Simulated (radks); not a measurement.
Q: All-electron atom: I in [Kr] 4d10 5s2 5p5. All-electron calculation, Dirac Kohn-Sham, PBEsol, spin-unpolarised, spherical densities, point nucleus; open shells fill j = l - 1/2 first. Program: a radial shooting solver on a logarithmic mesh with Libxc functionals. Some entries of the table are withheld. Estimate them.

orbital  occ.  eigenvalue (hartree)  r(max) (bohr)
1s1/2       2             -1210.681        0.01754
2s1/2       2                   (1)        0.09929
2p1/2       2                   (2)        0.07614
2p3/2       4                   (3)        0.08094
3s1/2       2             -37.73046            (4)
3p1/2       2             -32.96385         0.2724
3p3/2       4             -30.89977         0.2831
3d3/2       4                   (5)         0.2299
3d5/2       6                   (6)         0.2330
4s1/2       2              -6.61660         0.6808
4p1/2       2              -4.95319         0.6987
4p3/2       4              -4.54989         0.7231
4d3/2       4                   (7)         0.7737
4d5/2       6                   (8)         0.7823
5s1/2       2              -0.63820          1.703
5p1/2       2              -0.28473            (9)
5p3/2       3              -0.24766           (10)

A: 
(1) 2s1/2 eigenvalue (hartree): -186.9959
(2) 2p1/2 eigenvalue (hartree): -175.4676
(3) 2p3/2 eigenvalue (hartree): -164.4976
(4) 3s1/2 r(max) (bohr): 0.2860
(5) 3d3/2 eigenvalue (hartree): -22.49536
(6) 3d5/2 eigenvalue (hartree): -22.06115
(7) 4d3/2 eigenvalue (hartree): -1.87705
(8) 4d5/2 eigenvalue (hartree): -1.81398
(9) 5p1/2 r(max) (bohr): 1.968
(10) 5p3/2 r(max) (bohr): 2.059
